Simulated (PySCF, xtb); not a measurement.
CH9NSi4, SMILES [SiH3][Si@H]1[SiH2]C=N[SiH2]1.

Harmonic wavenumbers (cm⁻¹) from GFN2-xTB (xtb 6.7.1) at its own minimum, in rising order: 25, 47, 84, 112, 232, 263, 330, 358, 374, 385, 433, 436, 482, 501, 518, 523, 580, 591, 607, 649, 703, 751, 783, 790, 794, 809, 816, 828, 1281, 1695, 2055, 2192, 2207, 2223, 2231, 2235, 2238, 2245, 2895.

Task: What does PBE0-D3(BJ)/def2-SVP (PySCF) give at its own minimum? (Estimate from the structure and the level; the computed values follow.)

Result: 37, 83, 97, 105, 261, 269, 369, 403, 413, 430, 476, 485, 510, 547, 588, 607, 633, 684, 695, 732, 765, 820, 870, 903, 917, 928, 929, 935, 1325, 1715, 2211, 2217, 2219, 2222, 2231, 2231, 2235, 2241, 3009. Paired by order, the mean absolute difference is 53 cm⁻¹ and the zero-point energies are 53.3 and 56.3 kcal/mol.
